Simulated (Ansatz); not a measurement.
Coupled-cluster diagnostics for the cluster Ge3F3⁻, Ansatz.

Geometry of the singlet (r2SCAN-D4/def2-SVPD):

```xyz
6

Ge    0.497    0.161    0.951
Ge   -1.881    0.582    0.638
Ge    0.667   -1.188   -1.084
F    -2.383   -1.178    0.771
F     1.801   -0.176   -2.097
F     1.299    1.798    0.821
```

Correlated methods freeze 30 core orbitals; core or outer-core shells of Ge are correlated, in sets that lack core-valence functions. The structure comes from a short search, and lower isomers may exist.

Problem. Estimate the CCSD(T) correlation energy, the shares of MP2 and (T), T1 and the reference's ⟨S²⟩ for: charge -1, singlet, own geometry in def2-SVPD; and the rough time on 4 threads of Arm Neoverse V1 on a shared host.

Solution. 
| state | basis | correlation (eV) | MP2 share (%) | (T) share (%) | T1 | ⟨S²⟩ (pure) | wall time | remarks |
| --- | --- | --- | --- | --- | --- | --- | --- | --- |
| charge -1, singlet, own geometry | def2-SVPD | -35.388 | 97.3 | 3.4 | 0.021 | 0.00 (0.00) | 2.4 min | large T1 (0.021), restricted SCF unstable |
Customary marks for T1 are 0.02 (closed shells), 0.045 (open shells) and about 0.05 (3d metals). T1 exceeds 0.02 in 1 of 1 rows and 0.045 in 0; the higher it lies, the less the single-reference result can be trusted.
